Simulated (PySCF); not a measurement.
**Structure from 2D NMR**

Compound of formula C6H7NOSi. Correlations simulated from computed shifts and the bond graph:

HSQC (one-bond C–H):
```
  δH     δC
7.37  132.1
7.09  129.2
0.48   -6.4
```

COSY cross peaks (H two or three bonds apart, from the bond graph; peaks can be absent where the dihedral angle is near 90°):
```
  δH    δH
7.37  7.09
4.69  0.48
```

HMBC (two and three bonds, from the bond graph):
```
  δH                          δC
7.37  166.4, 138.1, 129.2, 116.8
7.09         166.4, 138.1, 132.1
4.69          166.4, 129.2, -6.4
0.48                       166.4
```

Carbons without hydrogens: δ 166.4, 138.1, 116.8.

PySCF calculation with NMR shieldings at PBE0/pcSseg-1/GIAO and coordinates at the GFN2-xTB level; no relativistic terms, one conformer, no solvent, rapidly exchanging positions averaged.

Referencing at the same level of theory: ¹H (31.72 ppm) and ¹³C (186.93 ppm) vs TMS.

Exchangeable hydrogens are left out of these lists.

Work out the connectivity.

Answers

SMILES C[SiH2]c1ccc(C#N)o1.

Atom-mapped SMILES (the numbers label the heavy atoms): `[CH3:1][SiH2:2][c:3]1[cH:4][cH:5][c:6]([C:7]#[N:8])[o:9]1`. Each H is labelled by its parent atom.

- δC 166.4 is C3, a substituted aromatic carbon next to the ring oxygen.
- δC 138.1 is C6, a substituted aromatic carbon next to the ring oxygen.
- δC 132.1 is C5, an aromatic CH (δH 7.37).
- δC 129.2 is C4, an aromatic CH (δH 7.09).
- δC 116.8 is C7, a nitrile carbon.
- δC -6.4 is C1, a methyl carbon bonded to Si (δH 0.48).
- HMBC from δH 7.37 reaches the proton-free carbons C3, C6, C7.
- HMBC from δH 7.09 reaches the proton-free carbons C3, C6.
- HMBC from δH 4.69 reaches the proton-free carbon C3.
- HMBC from δH 0.48 reaches the proton-free carbon C3.
- COSY links 7.37–7.09, 4.69–0.48.

The data come from this structure; uniqueness wasn't tested.

Shifts are as computed. Against solution values, carbons near 30 ppm lie about +3 ppm off and those near 130 ppm about +5 ppm. Of 1211 compounds with measured shifts, 218 miss one by over three times the rms of a fit or turn the order of signals round; such compounds aren't used in these exercises.
